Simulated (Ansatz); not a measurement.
`C[SiH]1CN1` + H₂O → `O[SiH]1CN1` + CH₄ at 700 K and 1 bar (formal hydrolysis of the Si–C bond).

Program: Ansatz. Geometries: PBE0-D4/def2-TZVP. ΔE: electronic, gas phase. CCSD(T)/CBS is the MP2 limit (def2-TZVPP, def2-QZVPP) plus CCSD(T) − MP2 in def2-TZVPP, frozen cores. This one scheme is used for every species. Each species was taken in one conformer, which may not be the lowest.

```json
{"species": "`C[SiH]1CN1`", "CCSD(T)/CBS energy (Eh)": "-424.07460", "H − E (kJ/mol)": "301.5", "S (J/(mol·K))": "417.8"}
{"species": "H₂O", "CCSD(T)/CBS energy (Eh)": "-76.37941", "H − E (kJ/mol)": "80.5", "S (J/(mol·K))": "218.4"}
{"species": "`O[SiH]1CN1`", "CCSD(T)/CBS energy (Eh)": "-460.03264", "H − E (kJ/mol)": "235.4", "S (J/(mol·K))": "394.4"}
{"species": "CH₄", "CCSD(T)/CBS energy (Eh)": "-40.46206", "H − E (kJ/mol)": "145.9", "S (J/(mol·K))": "224.0"}
```

H − E and S are ideal-gas, rigid-rotor, harmonic terms from PBE0-D4/def2-TZVP, for one conformer and one mirror image of each species. 1 Eh = 2625.50 kJ/mol, R = 8.31446 J/(mol·K).

By hand: ΔE, ΔH, ΔS and ΔG.

ΔE = (-460.03264) + (-40.46206) − (-424.07460) − (-76.37941) = -0.04069 Eh = -106.8 kJ/mol. Δ(H − E) = 235.4 + 145.9 − 301.5 − 80.5 = -0.7, so ΔH = -107.5 kJ/mol. ΔS = 394.4 + 224.0 − 417.8 − 218.4 = -17.8 J/(mol·K). ΔG = -107.5 − 700 × (-17.8)/1000 = -95.0 kJ/mol.

By hand: the equilibrium constant, and the temperature at which ΔG would vanish if ΔH and ΔS stayed fixed.

log₁₀ K = −ΔG/(RT ln 10) = 7.1. ΔG = 0 at ΔH/ΔS = 6039 K, far beyond where these terms or the molecules hold.

ΔH outweighs TΔS. A doubt of 5 kJ/mol in ΔE shifts log₁₀ K by 0.4 here. Other conformers and mirror images would add mixing entropy, several J/(mol·K) or more a flexible species. These are equilibria of isolated gas molecules and say nothing of rates. Largest T1 diagnostic: 0.012 (customary marks: 0.02 for closed shells, 0.045 for open ones).
